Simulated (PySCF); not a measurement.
Bromine: highly charged ions in a basis for the neutral atom

Br⁷⁺ [Ar] 3d10, Br⁸⁺ [Ar] 3d9. Computed with PySCF 2.14 in pcseg-2 (6s5p3d1f, 43 functions), with the non-relativistic Hamiltonian (point nucleus). No spin-orbit coupling, so a gap to NIST mixes the basis error with missing relativistic terms.

Changed run: basis of the neutral atom used for a highly charged ion. This setting is unsound on purpose.

```json
{"species": "Br⁷⁺", "method": "UHF", "sound run (hartree)": "not run", "changed run (hartree)": "-2559.40306", "converged": "yes"}
{"species": "Br⁷⁺", "method": "r2SCAN", "sound run (hartree)": "not run", "changed run (hartree)": "-2560.79918", "converged": "yes"}
{"species": "Br⁷⁺", "method": "M06-L", "sound run (hartree)": "not run", "changed run (hartree)": "-2560.82767", "converged": "yes"}
{"species": "Br⁸⁺", "method": "UHF", "sound run (hartree)": "not run", "changed run (hartree)": "-2552.31054", "converged": "yes"}
{"species": "Br⁸⁺", "method": "r2SCAN", "sound run (hartree)": "not run", "changed run (hartree)": "-2553.64569", "converged": "yes"}
{"species": "Br⁸⁺", "method": "M06-L", "sound run (hartree)": "not run", "changed run (hartree)": "-2553.67332", "converged": "yes"}
```

Ionisation energy of Br⁷⁺:

```json
{"method": "UHF", "changed run (eV)": "193.00", "NIST (eV)": "192.61 ± 0.06"}
{"method": "r2SCAN", "changed run (eV)": "194.66", "NIST (eV)": "192.61 ± 0.06"}
{"method": "M06-L", "changed run (eV)": "194.68", "NIST (eV)": "192.61 ± 0.06"}
```

The contracted functions were made for the neutral atom and can be too rigid for a highly charged ion.
